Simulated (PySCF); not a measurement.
# How methods differ on the excitation energy of Tc²⁺

Tc²⁺ [Kr] 4d5 (6S) → Tc²⁺ [Kr] 4d4 5s1 (6D), as a difference of total energies. Calculation: PySCF 2.14, in x2c-TZVPPall with one added diffuse shell each of s, p, d, f type (9s7p7d3f1g, 95 functions); the spin-free X2C one-electron Hamiltonian (Gaussian nucleus). Correlated levels: valence: [Kr] frozen. The calculations carry no spin-orbit coupling.

```
           method  excitation energy (eV)
              UHF                   5.745
    MP2 (valence)                   5.932
SCS-MP2 (valence)                   5.807
   CCSD (valence)                   5.926
CCSD(T) (valence)                   5.926
```

Task: How much does correlation contribute at CCSD(T) (valence)?

Result: 5.926 − (5.745) = 0.181 eV, measured against UHF.

A first-order spin-orbit estimate (lowest level to lowest level, LS coupling) adds -0.179 eV.
